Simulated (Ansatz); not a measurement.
Cost and result up the ladder for GeHMe2(nBu) (C6H16Ge) (23 atoms). Total charge 0; singlet. Geometry: r2SCAN-D4/def2-SVP.

```xyz
23

C    -2.532    1.512    1.361
C     0.551    2.343    1.603
C    -0.271   -0.332    0.024
C     1.075   -0.444   -0.694
C     1.538   -1.881   -0.961
C     0.624   -2.673   -1.891
Ge   -0.798    1.513    0.452
H    -0.908    2.319   -0.864
H    -2.849    2.539    1.602
H    -2.470    0.942    2.301
H    -3.307    1.053    0.729
H     0.248    3.364    1.883
H     1.525    2.405    1.094
H     0.680    1.757    2.526
H    -0.247   -0.902    0.973
H    -1.080   -0.778   -0.581
H     1.027    0.102   -1.656
H     1.854    0.069   -0.100
H     2.556   -1.850   -1.391
H     1.634   -2.413    0.005
H     1.032   -3.675   -2.096
H    -0.381   -2.811   -1.459
H     0.500   -2.158   -2.859
```

Ansatz on 4 threads of Arm Neoverse V1 on a shared host. Times are rough, and most runs start from the orbitals of an earlier one. CAM-B3LYP-D4/def2-TZVP serves as the yardstick here, not as an exact answer. Differences are given only for rows in sets of like size (and for xTB, whose basis is part of the method), since another set adds its own error. Binding counts from free atoms at the same level (C triplet, Ge triplet, H doublet; other spins of the atoms weren't run), without zero-point energy or a counterpoise term.

B3LYP takes the VWN-RPA correlation. Correlated methods freeze 15 core orbitals; core or outer-core shells of Ge are correlated, in sets that lack core-valence functions. Another isomer (singlet) lies 0.22 eV lower at PBE0-D4/def2-TZVP; other spin states weren't run for this one.

Correlated methods converge slowly with the basis.

```json
{"level": "HF/STO-3G", "functions": "64", "wall time": "0.4 s", "binding energy per atom (eV)": "3.89", "difference from CAM-B3LYP-D4/def2-TZVP (eV)": "–"}
{"level": "PBE-D4/def2-SVP", "functions": "196", "wall time": "2.7 s", "binding energy per atom (eV)": "3.99", "difference from CAM-B3LYP-D4/def2-TZVP (eV)": "–"}
{"level": "PBE0-D4/def2-SVP", "functions": "196", "wall time": "4.4 s", "binding energy per atom (eV)": "3.97", "difference from CAM-B3LYP-D4/def2-TZVP (eV)": "–"}
{"level": "PBE-D4/def2-TZVP (with forces)", "functions": "330", "wall time": "6.5 s", "binding energy per atom (eV)": "3.97", "difference from CAM-B3LYP-D4/def2-TZVP (eV)": "0.03"}
{"level": "B3LYP-D4/def2-TZVP", "functions": "330", "wall time": "8.5 s", "binding energy per atom (eV)": "3.92", "difference from CAM-B3LYP-D4/def2-TZVP (eV)": "-0.02"}
{"level": "PBE0-D4/def2-TZVP", "functions": "330", "wall time": "9.5 s", "binding energy per atom (eV)": "3.94", "difference from CAM-B3LYP-D4/def2-TZVP (eV)": "0.00"}
{"level": "CAM-B3LYP-D4/def2-TZVP", "functions": "330", "wall time": "10 s", "binding energy per atom (eV)": "3.93", "difference from CAM-B3LYP-D4/def2-TZVP (eV)": "0.00"}
{"level": "r2SCAN-D4/def2-TZVP", "functions": "330", "wall time": "10 s", "binding energy per atom (eV)": "3.93", "difference from CAM-B3LYP-D4/def2-TZVP (eV)": "-0.01"}
{"level": "MP2/def2-TZVP", "functions": "330", "wall time": "11 s", "binding energy per atom (eV)": "3.82", "difference from CAM-B3LYP-D4/def2-TZVP (eV)": "-0.12"}
{"level": "r2SCAN0-D4/def2-TZVP", "functions": "330", "wall time": "14 s", "binding energy per atom (eV)": "3.90", "difference from CAM-B3LYP-D4/def2-TZVP (eV)": "-0.03"}
```
